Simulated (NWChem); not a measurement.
Species: C3H6OSi; SMILES [SiH3][C@@H]1C=CO1

```xyz
11

Si    -0.0071    -1.6181     0.1560
C      0.0731     0.1029    -0.6447
C      1.0411     1.0884    -0.0483
C     -0.0417     1.7383     0.4113
O     -1.0138     0.9243    -0.1064
H      1.2023    -2.4004    -0.2455
H     -0.0350    -1.4493     1.6367
H     -1.2264    -2.3463    -0.3056
H      0.0145     0.0740    -1.7463
H      2.1209     1.1934     0.0000
H     -0.3010     2.6094     1.0174
```
Atoms are numbered in this order, from 1.

Results from NWChem. All runs use the structure optimised with PBE0/def2-SVP.

For level PBE/def2-TZVP:

highest occupied level (eV): -5.55

**Question.** What are these values for level BLYP/def2-TZVP?

**Answer.** 
- highest occupied level (eV): -5.40
